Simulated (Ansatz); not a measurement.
Total energies of the cluster Na₃Li⁻ from Ansatz at PBE0/def2-TZVPD, gas phase (1 Eh = 27.2114 eV = 2625.5 kJ/mol). The reference geometry is relaxed at PBE0/def2-TZVPD.

```tsv
atom	x (Å)	y (Å)	z (Å)
Li1	0.739	0.856	0.953
Na2	-0.925	-1.074	-1.197
Na3	-0.072	2.373	-1.782
Na4	0.257	-2.154	2.026
```

```tsv
state	geometry	energy (Eh)
charge -1 doublet	reference	-494.09637
charge 0 singlet	reference	-494.06364
charge -1 quartet	relaxed at PBE0/def2-TZVPD	-494.07656
```

(1) Work out the vertical ionisation energy to the singlet.

(2) Which of the charge -1 states is lowest, and how far above it are the others?

(1) E(charge 0 singlet) − E(charge -1 doublet) = -494.06364 − (-494.09637) = 0.03273 Eh = 0.89 eV. For comparison, −ε of the highest occupied level of the spin that leaves is -0.01 eV at this level, 0.90 eV less.

(2) The doublet. quartet: -494.07656 − (-494.09637) = 0.01981 Eh = 52.0 kJ/mol.

At PBE0/def2-TZVPD the highest occupied level of the charge -1 doublet lies above zero (up to 0.01 eV). By energy differences its removal costs 0.89 eV (vertical, to the charge 0 singlet, at PBE0/def2-TZVPD); a positive level beside a positive removal energy at the same level points to self-interaction error. At PBE0/def2-TZVPD the highest occupied level of the charge -1 quartet lies above zero (up to 0.15 eV). It is a level of α spin, whose loss leaves a triplet; that state wasn't run at this geometry and level. The electron is either unbound and held by the finite basis, or the level is raised by self-interaction error. The restricted singlet is unstable towards broken spin symmetry in Hartree–Fock (as tested in another run); at PBE0/def2-TZVPD this wasn't settled. 

The structure comes from a short search, and lower isomers may exist.
